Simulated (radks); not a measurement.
Effect of the nuclear size on the osmium ion Os3+, [Xe] 4f14 5d5. Method: Dirac Kohn-Sham, BLYP, spin-unpolarised, spherical densities, finite nucleus; open shells are shared between the two j in proportion to 2j + 1; Fermi nuclear charge, rms radius 5.4126 fm; computed with a radial shooting solver on a logarithmic mesh with Libxc functionals. The rms radius is varied about that value; shifts are against it.

| rms radius (fm) | total energy shift (eV) | density at nucleus (e/bohr^3) | 1s1/2 shift (meV) | 2s1/2 shift (meV) | 5s1/2 shift (meV) | 5p1/2 shift (meV) | 5d5/2 shift (meV) | 6s1/2 (empty) shift (meV) | 6p1/2 (empty) shift (meV) |
|---|---|---|---|---|---|---|---|---|---|
| 4.6386 | -19.4 | 1.774e+06 | -7820 | -1120 | -11.6 | -0.048 | 0.192 | -1.83 | -0.053 |
| 4.8876 | -13.4 | 1.74e+06 | -5390 | -774 | -8.03 | -0.033 | 0.132 | -1.26 | -0.036 |
| 5.4126 | 0 | 1.676e+06 | 0.000 | 0.000 | 0.000 | 0.000 | 0.000 | 0.000 | 0.000 |
| 5.851 | 11.8 | 1.628e+06 | 4760 | 684 | 7.09 | 0.030 | -0.117 | 1.12 | 0.032 |
| 6.7549 | 37.9 | 1.544e+06 | 15300 | 2200 | 22.8 | 0.098 | -0.377 | 3.58 | 0.104 |

Slopes of the eigenvalues against <r^2> in GHz/fm^2, as finite differences over the two radii next to the reference (eigenvalue slopes, not the field-shift constants of lines): 1s1/2 237000, 2s1/2 34100, 5s1/2 353, 5p1/2 1.47, 5d5/2 -5.83, 6s1/2 (empty) 55.6, 6p1/2 (empty) 1.60.
